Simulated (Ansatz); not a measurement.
Compare A (`C[C@@H]1C[Si@@H]1F`) with its isomer B (`C=C[SiH](C)F`).

Computed with Ansatz on PBE0-D4/def2-TZVP structures; ΔE is electronic, products minus reactants. CCSD(T)/CBS adds triple-zeta CCSD(T) − MP2 to the extrapolated MP2 energy (def2 sets, frozen cores). Functionals use def2-TZVPP. One conformer a species, not always the lowest.

A:

Z-matrix (Å, degrees):
```
C
C 1 1.509
H 1 1.095 2 111.2
H 1 1.092 2 111.2 3 -120.4
H 1 1.093 2 111.5 3 119.9
C 2 1.577 1 117.1 3 -70.6
Si 2 1.828 1 124.2 3 -146.4
H 2 1.089 1 113.4 3 63.1
H 6 1.086 2 117.0 1 127.9
H 6 1.088 2 113.8 1 -5.9
F 7 1.598 2 119.2 1 1.6
H 7 1.475 2 124.2 1 -144.9
```

B:

```xyz
12

C    -0.271   -1.380    1.736
C    -0.094   -1.168    0.434
Si   -0.590    0.423   -0.372
C     0.826    1.266   -1.223
F    -1.713    0.124   -1.484
H    -0.741   -0.635    2.374
H     0.041   -2.298    2.225
H     0.380   -1.952   -0.155
H    -1.210    1.293    0.662
H     0.495    2.181   -1.720
H     1.602    1.532   -0.500
H     1.275    0.614   -1.977
```

Problem. Which is lower in electronic energy at CCSD(T)/CBS, and by how much? (Best estimate.)

Solution. The calculation gave: B, by 24.0 kcal/mol.

Problem. Give E(B) − E(A) in kcal/mol with CCSD(T)/def2-TZVPP, B2PLYP, BLYP-D4, CCSD(T)/def2-SVP, ωB97M-V, PBE-D4, MP2/def2-TZVPP. (Best estimate.)

Solution. Ansatz gave: CCSD(T)/def2-TZVPP -24.0, B2PLYP -24.7, BLYP-D4 -25.7, CCSD(T)/def2-SVP -22.7, ωB97M-V -22.6, PBE-D4 -19.6, MP2/def2-TZVPP -21.9. None reverses the order clearly.

Problem. Does the order hold for the free energy at 298.15 K (harmonic terms from PBE0-D4)? (An estimate is asked.)

Solution. Computed: Yes: G(B) − G(A) = -26.1 kcal/mol, for one conformer each.

Largest T1 diagnostic: 0.011.

In def2-TZVPP, CCSD(T) changes the Hartree–Fock value by +6.4 kcal/mol (the triples alone add +0.3 kcal/mol) and MP2 by +8.5 kcal/mol. Leaving LDA and LC-ωPBE aside and taking each functional with its dispersion term where it has one, the values spread over 6.2 kcal/mol, from BLYP-D4 to PBE0-D4. LDA lies +5.1 kcal/mol from PBE without D4.
